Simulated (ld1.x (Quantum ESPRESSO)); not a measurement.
**Eu (Z = 63): one change to a TM potential, before and after**

europium (Eu), norm-conserving Troullier–Martins (Kleinman–Bylander form), made with ld1.x (Quantum ESPRESSO) 7.5 (PBE, scalar-relativistic). Core [Kr] 4d10, reference 4f6 5s2 5p6 5d1 6s2 6p0. Waves: 5s (bound): rc 1.40 bohr; 5p (bound): rc 1.90 bohr; 5d (bound): rc 2.60 bohr; 4f (bound): rc 1.45 bohr. Local part: all-electron potential smoothed inside 1.95 bohr (lloc = -1). Core correction: none.

Occupied shells without a wave of their own: 6s. They enter only through the test configuration that unscreens the potential.

Change: wave 4f (bound): rc 1.45 bohr becomes 4f (bound): rc 1.40 bohr.

Cutoffs: the cutoffs (Ry, on a coarse ladder) from which the occupation-weighted sum of valence levels, in a spherical-Bessel basis at the reference potential, stays within 10 and 1 mRy of its value at 400 Ry; they do not see the model core or the augmentation charge, which bear on the density cutoff. Errors are all-electron minus pseudo energies relative to the spin-unpolarised reference configuration.

Question: How do hardness, ghosts and transferability respond?

Answer: The potential gets neither clearly harder nor softer (180 Ry and 300 Ry → 200 Ry and 300 Ry); of the 7 tests that both files solve, the error grows in 5 and shrinks in 0 by more than 15 % and 0.3 meV (median size 73.6 → 103.7 meV); neither file shows a bound ghost. That the errors move this way runs against the usual rule that smaller radii transfer better.

```tsv
quantity	base	changed
cutoff, loose	180 Ry	200 Ry
cutoff, tight	300 Ry	300 Ry
loose cutoff by channel (10 mRy a level)	s 55 Ry, p 25 Ry, d 12 Ry, f 160 Ry	s 55 Ry, p 25 Ry, d 12 Ry, f 180 Ry
bound ghosts	none	none
error for 4f7 5s2 5p6 5d0 6s2 6p0, meV [ΔE -3.39 eV]	-96	-128
error for 4f7 5s2 5p6 5d0 6s1 6p0, meV [ΔE 2.62 eV]	-77	-112
error for 4f7 5s2 5p6 5d0 6s0 6p0, meV [ΔE 13.86 eV]	-44	-82
error for 4f6 5s2 5p6 5d0 6s2 6p0, meV [ΔE 6.14 eV]	-3.2	-3.4
error for 4f7 5s2 5p5 5d0 6s2 6p0, meV [ΔE 25.40 eV]	-113	-168
error for 4f7 5s2 5p6 5d0.5 6s1.5 6p0, meV [ΔE -2.34 eV]	-74	-104
error for 4f6 5s2 5p6 5d1 6s1 6p0, meV [ΔE 6.55 eV]	+23	+23
s: phases at 2.86 bohr within 0.05 rad from the reference energy up to (Ry; the scan ends near 5)	to the end of the scan	to the end of the scan
p: phases at 2.86 bohr within 0.05 rad from the reference energy up to (Ry; the scan ends near 5)	0.9	0.9
d: phases at 2.86 bohr within 0.05 rad from the reference energy up to (Ry; the scan ends near 5)	2.5	2.5
f: phases at 2.86 bohr within 0.05 rad from the reference energy up to (Ry; the scan ends near 5)	1.1	1.1
```
